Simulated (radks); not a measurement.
Problem. The mean radii <r> (bohr) of the occupied orbitals of an atom or ion are listed with their occupations. Calculated with a radial shooting solver on a logarithmic mesh with Libxc functionals: scalar-relativistic Kohn-Sham, LDA (Slater exchange, VWN5 correlation), spin-polarised, spherical densities, finite nucleus; Fermi nuclear charge, rms radius of each element as measured or else 0.836 A^(1/3) + 0.57 fm.

orbital  occ.      <r>
1s          2  0.02560
2s          2   0.1098
2p          6  0.09622
3s          2   0.2924
3p          6   0.2903
3d         10   0.2667
4s          2   0.6742
4p          6   0.7159
4d         10   0.8008
5s          2    1.628
5p          6    1.892

Name the element and its charge. Open shells, if any, are filled with parallel spins first.

Solution. Z = 56, barium, charge +2: Ba2+ in [Xe]. The 1s radius gives Z: for a bare nucleus <r> = (2 gamma + 1)/(2Z) with gamma = sqrt(1 - (Z/c)^2), 0.02523 bohr for Z = 56, and screening makes it slightly larger (0.02560 here). The occupations add up to 54, and the charge is Z minus that.
